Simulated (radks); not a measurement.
Q: Valence configurations of S+ (all share [Ne]). All-electron calculation, scalar-relativistic Kohn-Sham, BLYP, spin-polarised, spherical densities, point nucleus; open shells are filled with parallel spins first. Program: a radial shooting solver on a logarithmic mesh with Libxc functionals. Order these by energy: 3s2 3p3; 3s0.5 3p4.5; 3s1.5 3p3.5; 3p5; 3s1 3p4.

A: From the lowest, in eV above it: 3s2 3p3 0.000; 3s1.5 3p3.5 5.335; 3s1 3p4 10.682; 3s0.5 3p4.5 17.424; 3p5 23.705. NIST lists [Ne] 3s2 3p3 as the ground configuration; this level of theory agrees among the configurations tried. The energies are those of spherical high-spin densities, not of single terms.
